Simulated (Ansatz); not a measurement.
The same hydrogen abstraction along the group B, Ga, In.

Isolated molecules relaxed with PBE0-D4/def2-TZVP in Ansatz; ΔE leaves out vibrations. CCSD(T)/CBS adds triple-zeta CCSD(T) − MP2 to the extrapolated MP2 energy (def2 sets, frozen cores). Small cases extrapolate CCSD(T) itself. Functionals use def2-TZVPP. No spin–orbit coupling; open shells (•) take unrestricted orbitals. def2 core potentials past Kr. For Ga, In outer-core shells are correlated without core-valence functions, so the limit isn't a true one: a few kJ/mol of doubt a bond, and 10 to 20 or more in all where bonds break to atoms. Scalar relativity is left out up to krypton.

```json
{"reaction": "BH₃ + H• → `[BH2]`• + H₂", "CCSD(T)/CBS(def2) (kcal/mol)": "?"}
{"reaction": "`[GaH3]` + H• → `[GaH2]`• + H₂", "CCSD(T)/CBS(def2) (kcal/mol)": "-22.6"}
{"reaction": "`[InH3]` + H• → `[InH2]`• + H₂", "CCSD(T)/CBS(def2) (kcal/mol)": "-33.2"}
```

**Question.** Fill in the missing values. (Best estimate.)

**Answer.** Ansatz gave: BH₃ + H• → `[BH2]`• + H₂: +1.4 kcal/mol.

Largest T1 diagnostic: 0.018, for `[InH2]`•.

Extrapolated directly: BH₃ + H• → `[BH2]`• + H₂.
